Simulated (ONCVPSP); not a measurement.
**Transferability test, ONCV potential for mercury**

```json
{"Element": "Hg (Z = 80)", "Generator": "ONCVPSP 4.0.1", "Type": "optimised norm-conserving Vanderbilt (ONCV)", "Functional": "PBEsol", "Relativity": "scalar-relativistic", "Frozen core": "[Kr] 4d10 4f14", "Valence charge": "20", "Reference configuration": "5s2 5p6 5d10 6s2", "Partial waves": "5s+6s: rc 1.15 bohr, ncon 4, nbas 8, qcut 8.3 1/bohr, 2 projectors; 5p: rc 1.70 bohr, ncon 3, nbas 7, qcut 10.3 1/bohr, 3 projectors, debl 1.7 Ha; 5d: rc 1.60 bohr, ncon 5, nbas 10, qcut 8.5 1/bohr, 3 projectors, debl 3.1 Ha; f scattering state at 0.26 Ha: rc 1.55 bohr, ncon 4, nbas 8, qcut 7.5 1/bohr, 3 projectors, debl 2.5 Ha", "Local potential": "polynomial inside 0.95 bohr (lpopt 5, dvloc0 0 Ha)", "Core correction": "Teter function, parameters optimised by the program"}
```

In the p channel the program set the typed energies aside and used -2.445, 0.250, 1.950 Ha.

Energies are relative to the spin-unpolarised reference configuration 5s2 5p6 5d10 6s2; without spin polarisation the order of configurations can differ from experiment.

```json
{"valence configuration": "5s2 5p6 5d10 6s1", "charge": "+1", "ΔE all-electron (eV)": "10.741", "error AE − PS (meV)": "-4.0"}
{"valence configuration": "5s2 5p6 5d10 6s0", "charge": "+2", "ΔE all-electron (eV)": "29.746", "error AE − PS (meV)": "-13"}
{"valence configuration": "5s2 5p6 5d9 6s2 6p1", "charge": "0", "ΔE all-electron (eV)": "10.414", "error AE − PS (meV)": "-1.4"}
```

What are ΔE and the potential's error for 5s2 5p6 5d9 6s0?

ΔE = 65.300 eV all-electron; the error (AE − PS) is -20 meV.

Levels in the configuration 5s2 5p6 5d9 6s0:

| level | all-electron (eV) | pseudo (eV) |
| --- | --- | --- |
| 5s | -152.494 | -152.518 |
| 5p | -100.573 | -100.592 |
| 5d | -42.506 | -42.506 |

Note: no bound ghost flagged; GHOST(+) flagged for f at 8.0 eV, s at 60.6 eV.
